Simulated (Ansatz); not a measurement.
The first iterations of a band of CH₂FGeNOS (8 atoms, charge 0, multiplicity 1).

Level of theory: RKS B3LYP-D4/def2-SVP (Ansatz 0.2.0).

- movable images: 7
- climbing image: yes
- spring: 5.0 eV/Å²
- optimiser: quadratic models (default)
- start path: through a guess of the saddle point
- force threshold: 0.03 eV/Å
- iteration limit: 60
- end points: relaxed

Initial state:

```xyz
8
Properties=species:S:1:pos:R:3
O 2.123 0.166 0.810
C 0.870 0.086 0.387
N 0.475 -0.522 -0.676
Ge -1.319 -0.126 -0.389
F -1.981 0.976 -1.559
S -0.387 0.905 1.417
H 2.672 -0.311 0.161
H -2.360 -1.232 -0.206
```

Final state:

```xyz
8
Properties=species:S:1:pos:R:3
O 2.185 0.479 1.247
C 1.101 0.306 0.784
N 0.711 -0.382 -0.341
Ge -1.128 -0.122 -0.315
F -1.631 0.863 -1.658
S -0.528 0.957 1.518
H 1.417 -0.805 -0.940
H -2.035 -1.351 -0.350
```

| iteration | highest image above the first end (eV) | largest band force component (eV/Å) |
| --- | --- | --- |
| 1 | 7.888 | 12.850 |
| 2 | 3.602 | 5.735 |
| 3 | 2.298 | 7.792 |
| 4 | 1.733 | 1.879 |

Problem. Does the band converge within its limit, and where does its top end?

Solution. The forces met the threshold. It ended after 14 iterations with the highest image 1.465 eV above the first end. A vibrational analysis at the climbing image gives one clearly imaginary mode, 1922i cm⁻¹: a first-order saddle point. The orbitals stay closed-shell, which can raise the energy where a bond breaks towards radicals; this wasn't checked here.

Time of the run: 2.6 min on 2 threads of AMD EPYC 9R45 96-Core Processor (Zen 5), on a shared host, peak memory 0.33 GiB.
